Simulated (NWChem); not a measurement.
Molecule: C3H6Cl, doublet; SMILES [C](C)(Cl)C

Results from NWChem. Spin-unrestricted. In the optimisation the excess spin sits in a' (Cs, its own frame). All runs use the structure optimised with PBE0/def2-SVP, spin-unrestricted. No stability test was run on the SCF state. Level: PBE/def2-SVP with SMD (1 M gas to 1 M solution), gas-phase geometry. Reactions with the solvent are ignored.

What does the run give for solvent water? Quantities: solvation free energy (kcal/mol); cavity-dispersion-structure term (kcal/mol); dipole in solution (D).

The solvation free energy (kcal/mol) is 0.8, the cavity-dispersion-structure term (kcal/mol) is 2.7 and the dipole in solution (D) is 1.95.
